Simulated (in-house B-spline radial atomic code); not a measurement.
## RPA and G0W0 on wB97X: Cd VIII (Cd7+)

Configuration [Kr] 4d5, highest spin, mean-field start wB97X. Computed with a B-spline radial code for spherical atoms: all electrons, non-relativistic, point nucleus, each spin shell either full or empty, empty states to l = 9 with an (l + 1/2)⁻⁴ tail; G0W0 by contour deformation at full frequency.

Without relativity these are model numbers: it shifts the levels of so heavy an element strongly and can reorder them.

Command:
```bash
python run_gw.py task.json out
```
Settings (radii: box in bohr, nucleus in fm):
```
Z                        48
electrons                41
configuration            [Kr] 4d5
hamiltonian              nr
method                   wb97x
lmax                     9
spin_polarised           True
box_radius               8.41
intervals                51
```

Run time, properties included: 2.7 s on 1 thread of Arm Neoverse V2, with other jobs on the host.

Energies (hartree):

```tsv
term	value
mean-field total	-5453.59812
Hartree-Fock functional on these orbitals	-5451.45442
direct second order	-3.3733
second-order exchange	0.96557
SOSEX correction	0.91311
```

(1) What is the RPA correlation energy, and what remains with SOSEX?

Quasi-particle levels (eV):

```json
{"level": "4d up", "occupied": "yes", "mean field": "-127.36", "Σx - vxc": "-5.47", "Σc": "?", "QP weight": "?", "G0W0": "?"}
{"level": "4p down", "occupied": "yes", "mean field": "-179.80", "Σx - vxc": "-4.96", "Σc": "-0.69", "QP weight": "0.965", "G0W0": "-185.45"}
{"level": "4s down", "occupied": "yes", "mean field": "-215.42", "Σx - vxc": "-11.16", "Σc": "5.77", "QP weight": "0.879", "G0W0": "-220.81"}
{"level": "4d down", "occupied": "no", "mean field": "-111.35", "Σx - vxc": "7.78", "Σc": "-3.72", "QP weight": "0.972", "G0W0": "-107.30"}
```

G0W0 = mean field + (Σx - vxc) + Σc, with Σc (partial-wave tail included) taken at the quasi-particle energy. Only the outer levels were computed. Levels of low weight are left out.

(2) Where does G0W0 put 4d up?

Results:

(1) RPA gives -3.0513 hartree (-2.03 eV per electron); RPA + SOSEX gives -2.1382, and the second-order doubles -2.4077 hartree (no singles). SOSEX takes back 30 % of the RPA value.

(2) At -133.03 eV, with Σc = -0.20 eV and a quasi-particle weight of 0.972. The tabulated removal energy is 130.1 ± 2.1 eV (NIST, tabulated theory); the calculation leaves out relativity, Breit and QED terms, and what these don't explain is the method's own error.
